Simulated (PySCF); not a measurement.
**Electronic structure of Al²⁺ (aluminium, charge +2) at the PBE0 level**

Configuration: [Ne] 3s1, 2S determinant. Computed with PySCF 2.14 in ANO-RCC-VTZP (5s4p2d1f, 34 functions), with scalar relativity by spin-free X2C-1e.

```json
{"Total energy": "-241.7833 hartree", "One-electron energy": "-327.9806 hartree", "Hartree (Coulomb) energy": "104.2476 hartree", "Exchange-correlation energy": "-18.0503 hartree", "⟨S²⟩": "0.7500", "⟨L²⟩": "0.000", "Sum of ⟨r⟩": "7.287 bohr", "Sum of ⟨r²⟩": "9.243 bohr²", "Langevin diamagnetic susceptibility": "-7.32 ×10⁻⁶ cm³/mol"}
```

```json
{"shell": "1s α", "electrons": "1", "mean orbital energy (hartree)": "-57.06979", "rms radius, mean of both spins (bohr)": "0.139"}
{"shell": "1s β", "electrons": "1", "mean orbital energy (hartree)": "-57.06301", "rms radius, mean of both spins (bohr)": "0.139"}
{"shell": "2s α", "electrons": "1", "mean orbital energy (hartree)": "-4.98007", "rms radius, mean of both spins (bohr)": "0.681"}
{"shell": "2s β", "electrons": "1", "mean orbital energy (hartree)": "-4.96639", "rms radius, mean of both spins (bohr)": "0.681"}
{"shell": "2p α", "electrons": "3", "mean orbital energy (hartree)": "-3.48924", "rms radius, mean of both spins (bohr)": "0.674"}
{"shell": "2p β", "electrons": "3", "mean orbital energy (hartree)": "-3.47994", "rms radius, mean of both spins (bohr)": "0.674"}
{"shell": "3s α", "electrons": "1", "mean orbital energy (hartree)": "-0.93702", "rms radius, mean of both spins (bohr)": "2.36"}
```

Densities and radii are taken from the X2C orbitals without a picture-change correction, which distorts them close to the nucleus.
